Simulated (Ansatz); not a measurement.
Harmonic frequencies (cm⁻¹) at PBE0-D4/def2-TZVP from Ansatz: 106, 155, 179, 222, 274, 342, 366, 388, 442, 466, 512, 545, 613, 788, 880, 922, 998, 1758, 1905, 2123, 3903.

Each molecule was computed in one conformer, which needn't be the lowest.

Task: Which molecule is it?
A. `[SiH3]B[CH2][InH2]`
B. `O[Si]1(F)[AlH][SiH2]1`
C. `[BH2][SbH][CH3]`
D. `[AlH2][S][AlH2]`

Result: B.
